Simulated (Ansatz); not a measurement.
Molecule: CH4BS2, charge 0, multiplicity 2. It need not be the lowest isomer of its formula. SMILES: B(S)([CH2])S
Coordinates optimised at B3LYP-D3(BJ)/def2-TZVP (Ansatz, an electronic-structure program):
```
B
C 1 1.5158
H 2 1.0840 1 122.94
H 2 1.0846 3 114.56 1 180.00
S 1 1.8138 2 123.17 3 0.00
H 5 1.3437 1 97.56 2 0.00
S 1 1.8150 2 117.37 3 180.00
H 7 1.3442 1 99.11 2 180.00
```
Charge 0, spin multiplicity 2.

Computed values are from Ansatz. Correlated levels leave the core frozen unless marked. UHF or UKS for open shells. Spin-orbit coupling is left out. No relativistic terms. Basis-set limits of correlation are two-point, X^-3; Hartree-Fock from the larger set.

**Question.** What is the dipole moment at CCSD(T)/aug-cc-pV(D+d)Z?

**Answer.** 1.15 D.

**Question.** What is the atomisation energy De at CCSD(T)/CBS(aug-cc-pV(T+d)Z,aug-cc-pV(Q+d)Z)?

**Answer.** 2776.4 kJ/mol.

**Question.** What is the total energy at CCSD(T)/CBS(aug-cc-pV(T+d)Z,aug-cc-pV(Q+d)Z)?

**Answer.** -860.7989 Eh.

**Question.** What is the T1 diagnostic at CCSD/aug-cc-pV(Q+d)Z?

**Answer.** 0.016.
